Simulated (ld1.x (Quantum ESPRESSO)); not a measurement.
B (Z = 5) TM: all-electron and pseudo phase curves

```json
{"Element": "boron", "Generator": "ld1.x (Quantum ESPRESSO) 7.5", "Type": "norm-conserving Troullier–Martins (Kleinman–Bylander form)", "Functional": "PBE", "Relativity": "fully relativistic", "Frozen core": "[He]", "Valence charge": "3", "Reference configuration": "2s2 2p1", "Partial waves": "2s (bound): rc 1.70 bohr; 3d channel at 0.5 Ry: rc 2.45 bohr; 2p (bound): rc 2.30 bohr", "Local potential": "the p channel", "Core correction": "none"}
```

Open shells are filled in proportion to 2j + 1 (rel_dist='average').

The phase is arctan(r·u′/u) with u = r·R(r), unwrapped; energies in Ry, scanned from -3 to 5 Ry. A pole is an energy at which the radial function vanishes at the test radius. The pseudo phase is shifted by a multiple of π to meet the all-electron one at the reference energy, and phase errors are pseudo minus all-electron; the curves can meet again beyond the range given. Levels narrower than the energy grid can be missing from the lists of poles.

```csv
channel,radius (bohr),reference energy (Ry),"poles, all-electron","poles, pseudo",unbroken range about the reference energy with phases within 0.05 rad,phase error 1 Ry above the reference energy (rad)
s,2.64,-0.69,-0.12,"-0.11, 4.87",below 2.0,+0.004
p1/2,2.64,-0.27,"0.33, 4.93",0.35,below 1.4,+0.015
p3/2,2.64,-0.27,"0.33, 4.93",0.35,below 1.4,+0.015
d3/2,2.64,0.50,3.06,2.90,below 3.5,-0.013
d5/2,2.64,0.50,3.06,2.90,below 3.5,-0.013
```

Phases in the p3/2 channel:

```tsv
E (Ry)	all-electron	pseudo
-3.00	1.339	1.339
-2.52	1.313	1.314
-2.04	1.277	1.278
-1.56	1.217	1.219
-1.08	1.093	1.096
-0.60	0.633	0.638
-0.12	-1.133	-1.132
0.36	-1.584	-1.576
0.84	-1.749	-1.732
1.32	-1.908	-1.864
1.80	-2.210	-2.068
2.28	-3.160	-2.584
2.76	-4.142	-3.707
3.24	-4.442	-4.270
3.72	-4.568	-4.470
4.20	-4.640	-4.570
4.68	-4.690	-4.631
```
